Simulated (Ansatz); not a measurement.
Ideal-gas functions of BrGeH$_{3}$ (`[GeH3][Br]`) at 400 K and 1 bar, from an Ansatz frequency run at PBE0-D4/def2-TZVP.

Molar mass 155.54 g/mol, point group C3v (symmetry number 3), electronic degeneracy 1, moments of inertia 6.474, 214.309, 214.309 u Å². Harmonic wavenumbers (cm⁻¹, unscaled): 309, 572, 572, 833, 870, 870, 2177, 2189, 2189.

Use S(trans) = R[1.5 ln M + 2.5 ln T − 1.1517]; rotational temperatures θ = 24.2544 K / I; S(rot) = R[ln(√π/σ · √(T³/θAθBθC)) + 1.5]; for each mode x = 1.438777 ν̃/T, S = R[x/(eˣ − 1) − ln(1 − e⁻ˣ)] and H = RT x/(eˣ − 1); 1 cm⁻¹ = 0.0119627 kJ/mol; R = 8.31446 J/(mol·K).

Task: By hand: the entropy, in J/(mol·K).

Result: Translation 177.9. Rotation: θ = 3.7464, 0.1132, 0.1132 K, giving 95.4. Vibration, mode by mode: 7.85, 3.64, 3.64, 1.74, 1.56, 1.56, 0.03, 0.03, 0.03, in all 20.1. Electronic 0.0. Sum 293.4 J/(mol·K).

Task: By hand: H − E and G − E in kJ/mol, counted from the electronic energy.

Result: Zero-point energy ½ × 10581 × 0.0119627 = 63.3; thermal vibration 5.3; translation, rotation and pV give 4 RT = 13.3. H − E = 81.9 kJ/mol, and G − E = 81.9 − 400 × 293.4/1000 = -35.5 kJ/mol.

Vibration gives 7 % of the entropy.
